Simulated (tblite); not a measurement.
Compound: C8H12N2.
Geometry (GFN2-xTB, Å), atoms numbered from 1 in this order:
```xyz
22
C8H12N2 angstrom
C      3.8638    0.5757    0.4446
C      3.1847   -0.4145   -0.1219
C      1.7495   -0.4638   -0.2740
C      1.0042   -1.5015   -0.8722
N     -0.2851   -1.2396   -0.8521
N     -0.4119   -0.0559   -0.2568
C     -1.7198    0.5310   -0.0718
C     -2.5689   -0.3890    0.8035
C     -2.3721    0.7559   -1.4346
C      0.7783    0.4503    0.1081
H      3.3741    1.4467    0.8461
H      4.9366    0.5510    0.5271
H      3.7099   -1.2759   -0.5157
H      1.3672   -2.4119   -1.3067
H     -1.5704    1.4927    0.4327
H     -2.6631   -1.3581    0.3210
H     -3.5581    0.0363    0.9489
H     -2.1003   -0.5291    1.7751
H     -1.7651    1.4241   -2.0414
H     -2.4627   -0.1963   -1.9504
H     -3.3595    1.1930   -1.3126
H      0.8580    1.3983    0.6009
```

All values are computed: GFN2-xTB (tblite) harmonic vibrations without scaling, gas phase. Against measured fundamentals such values can be off by several per cent, at times by over 20. One conformer, not necessarily the lowest.

Harmonic wavenumbers (cm⁻¹): 25.8, 83.5, 108.2, 138.4, 191.5, 210.5, 234.3, 249.8, 323.9, 403.8, 457.2, 484.7, 564.8, 631.5, 637.3, 705.2, 721.4, 769.0, 838.6, 874.9, 921.5, 945.4, 975.3, 984.2, 997.4, 1012.2, 1051.0, 1078.2, 1130.9, 1142.2, 1147.9, 1181.0, 1282.8, 1289.6, 1300.2, 1333.9, 1372.2, 1394.8, 1403.4, 1409.1, 1441.1, 1454.8, 1476.9, 1486.8, 1487.7, 1499.5, 1558.8, 1680.2, 2928.9, 3037.7, 3039.5, 3046.8, 3051.3, 3052.9, 3055.8, 3059.1, 3108.1, 3131.2, 3168.7, 3169.5.

A = 3379, B = 730.5, C = 689.1 MHz; mass 136.100 u (most abundant isotopes); point group Cs, symmetry number 1.

Task: Zero-point energy?

Result: Half the sum of the wavenumbers: 40471 cm⁻¹ = 484.14 kJ/mol.

Task: What is S at 298.15 K and 1 bar for an ideal gas of classical rigid rotors and harmonic oscillators?

Result: Translation 170.13, rotation 123.95, vibration 131.00: S = 425.1 J/(mol K).

Task: And Cp and H(298.15 K) − H(0)?

Result: Cp = 170.78 J/(mol K), of which vibrations give 137.52 (their classical limit is 60 R = 498.9); H(298.15 K) − H(0) = 30.23 kJ/mol without the zero-point energy, 20.31 from vibrations.

Task: Blend soft modes into free rotors: weight 1/[1 + (100 cm⁻¹/ν̃)⁴] for the oscillator and the rest for a rotor with moment μB/(μ + B), μ = h/(8π²ν), B = 10⁻⁴⁴ kg m². What vibrational entropy results?

Result: 119.70 J/(mol K) in place of 131.00, which changes −T·S at 298.15 K by +3.37 kJ/mol.

Task: Which modes carry the vibrational entropy at 298.15 K?

Result: 25.8 cm⁻¹: 25.64; 83.5 cm⁻¹: 15.93; 108.2 cm⁻¹: 13.81; 138.4 cm⁻¹: 11.82; 191.5 cm⁻¹: 9.26; 210.5 cm⁻¹: 8.53 J/(mol K); the other 54 give 46.00 together.

Task: How do the functions run with temperature in this model?

Result: 
```
T (K)  S (J/(mol K))  Cp (J/(mol K))  H − H(0) (kJ/mol)  G − H(0) (kJ/mol)  ln q(vib)
  100          297.9            80.9               5.59             -24.20       2.11
  200          367.1           123.8              15.82             -57.60       4.87
  300          426.1           171.7              30.54             -97.30       7.61
  500          536.3           263.9              74.47            -193.69      13.15
  800          682.0           354.8             168.53            -377.09      21.37
 1000          765.6           394.0             243.62            -522.02      26.57
```

q(vib) and H(0) count from the zero-point level.

Hindered rotation and anharmonicity are outside this model. Other conformers, if any are populated, would add a mixing term that is left out.
